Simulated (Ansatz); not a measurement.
`C[SiH](Cl)B[SiH3]` and `C[SiH](F)B[SiH3]` differ in one atom or group.

Ansatz, PBE0-D4/def2-TZVP geometries, multiplicity 1. Each molecule was computed in one conformer, which needn't be the lowest.

```
                                                                                  property  `C[SiH](Cl)B[SiH3]`
                                                     HOMO–LUMO gap (B3LYP/def2-TZVPP) / eV                 4.49
                                                       HOMO energy (B3LYP/def2-TZVPP) / eV                -7.62
ideal-gas entropy at 298 K and 1 bar (rigid rotor, harmonic PBE0-D4/def2-TZVP) / J/(mol·K)                  409
                                                   HOMO–LUMO gap (ωB97M-V/def2-TZVPP) / eV                 8.92
                                                     LUMO energy (ωB97M-V/def2-TZVPP) / eV                -1.00
                                                       LUMO energy (B3LYP/def2-TZVPP) / eV                -3.13
```

**Question.** Give the same properties after the change, and the shifts. (An estimate is asked.)

**Answer.** Computed: 
```json
{"property": "HOMO–LUMO gap (B3LYP/def2-TZVPP) / eV", "`C[SiH](F)B[SiH3]`": "4.56", "shift": "0.07"}
{"property": "HOMO energy (B3LYP/def2-TZVPP) / eV", "`C[SiH](F)B[SiH3]`": "-7.63", "shift": "-0.01"}
{"property": "ideal-gas entropy at 298 K and 1 bar (rigid rotor, harmonic PBE0-D4/def2-TZVP) / J/(mol·K)", "`C[SiH](F)B[SiH3]`": "398", "shift": "-11"}
{"property": "HOMO–LUMO gap (ωB97M-V/def2-TZVPP) / eV", "`C[SiH](F)B[SiH3]`": "8.98", "shift": "0.06"}
{"property": "LUMO energy (ωB97M-V/def2-TZVPP) / eV", "`C[SiH](F)B[SiH3]`": "-0.95", "shift": "0.05"}
{"property": "LUMO energy (B3LYP/def2-TZVPP) / eV", "`C[SiH](F)B[SiH3]`": "-3.07", "shift": "0.06"}
```

Modes under 60 cm⁻¹, often nearly free rotors, make the harmonic entropy too high.

B3LYP here is the variant with VWN-RPA as its local correlation; programs differ in this.
